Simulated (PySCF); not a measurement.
Species: CH8Si2Te.
Geometry (PBE0-D3(BJ)/def2-SVP, Å), atoms numbered from 1 in this order:
```xyz
12
CH8Si2Te angstrom
C     -1.500   -0.183   -1.011
Si    -1.239    0.443    0.738
Te     0.840    1.843    0.936
Si     2.287   -0.161    0.554
H     -2.426   -0.776   -1.067
H     -1.577    0.659   -1.715
H     -0.661   -0.821   -1.326
H     -2.354    1.338    1.169
H     -1.134   -0.703    1.693
H      3.704    0.302    0.615
H      2.045   -1.197    1.603
H      2.026   -0.773   -0.785
```

Level of theory: PySCF, PBE0-D3(BJ)/def2-SVP geometry optimisation, gas phase, def2 core potentials past Kr.

Masses are those of the commonest isotopes; rigid-rotor values at the optimised geometry. The values belong to one conformer with, in the numbering `[CH3:1][SiH2:2][Te:3][SiH3:4]`, C1–Si2–Te3–Si4 -69°.

Give the principal moments of inertia and the rotational constants in MHz.

Ia = 199.56, Ib = 331.84, Ic = 474.95 u·Å²; 505379 MHz·u·Å²/I gives A = 2532, B = 1523, C = 1064 MHz.

Classify the top.

An asymmetric top: κ = (2 × 1523 − 2532 − 1064)/(2532 − 1064) = -0.37.

What does the inertial defect say?

Not planar: Δ = Ic − Ia − Ib = -56.45 u·Å². For a rigid frame Δ = −2 Σ m c², so Σ m c² = 28.22 u·Å² lies off the ab plane: 11.23 from hydrogen and 17.00 from heavier atoms. The atom farthest from that plane is 1.84 Å away.

Give the other two planar moments, Paa and Pbb, and the rms extents of the mass along the axes.

Paa = Σ m a² = (Ib + Ic − Ia)/2 = 303.61 and Pbb = Σ m b² = (Ia + Ic − Ib)/2 = 171.34 u·Å². With the mass M = 205.92 u, the rms extents √(P/M) along a, b and c are 1.21, 0.91, 0.37 Å.

Which types of transition are allowed, and where do some lines up to J = 5 fall?

The dipole components are |μa| = 1.15 D, |μb| = 0.85 D, |μc| = 0.32 D. Intensities carry the squares of the components, which stand as 1.00 : 0.55 : 0.08 (a : b : c). Some lines, for components of 0.1 D or more:

```csv
type,branch,"J(Ka,Kc)",MHz,lower level (cm⁻¹)
a,Q,"1(1,0) ← 1(1,1)",459,0.120
a,R,"1(0,1) ← 0(0,0)",2587,0.000
b,Q,"2(2,0) ← 2(1,1)",3153,0.323
c,Q,"5(3,3) ← 5(2,3)",4205,1.543
b,Q,"3(2,2) ← 3(1,3)",5163,0.511
b,R,"2(1,2) ← 1(0,1)",5725,0.086
a,R,"3(1,3) ← 2(1,2)",7003,0.277
b,R,"2(2,1) ← 1(1,0)",8661,0.135
b,R,"4(0,4) ← 3(1,3)",9069,0.511
c,R,"2(2,1) ← 1(1,1)",9120,0.120
b,R,"4(1,4) ← 3(0,3)",9598,0.499
c,R,"3(1,2) ← 2(0,2)",10410,0.255
b,Q,"5(5,0) ← 5(4,1)",10870,1.969
b,Q,"5(5,1) ← 5(4,2)",10897,1.968
b,R,"3(2,1) ← 2(1,2)",12738,0.277
a,R,"5(3,3) ← 4(3,2)",13184,1.244
a,R,"5(1,4) ← 4(1,3)",13325,0.967
a,R,"5(3,2) ← 4(3,1)",13572,1.249
c,R,"3(3,0) ← 2(2,0)",13923,0.428
a,R,"5(2,3) ← 4(2,2)",14054,1.074
c,R,"4(2,3) ← 3(1,3)",15413,0.511
b,R,"4(3,2) ← 3(2,1)",16237,0.702
c,R,"4(3,2) ← 3(2,2)",16809,0.683
b,R,"5(3,2) ← 4(2,3)",20278,1.025
c,R,"5(4,1) ← 4(3,1)",21596,1.249
```

Estimate the classical rotational partition function at 25 K, 200 K and 298.15 K.

Point group C1, symmetry number σ = 1; q = (√π/σ)·√((kT/h)³/(ABC)), k/h = 20836.6 MHz/K: 10400 at 25 K, 235000 at 200 K, 428000 at 298.15 K.

PBE0-D3(BJ)/def2-SVP frequencies: not computed here. Zero-point vibration and centrifugal distortion are left out. A rigid rotor knows nothing of internal rotation, which can split or shift real lines.

Time: 39 s of wall time; peak memory 0.50 GiB. Hardware: Arm Neoverse V2, one thread, shared host with 96 logical CPUs at a one-minute load of 86. These figures are those of the optimisation.
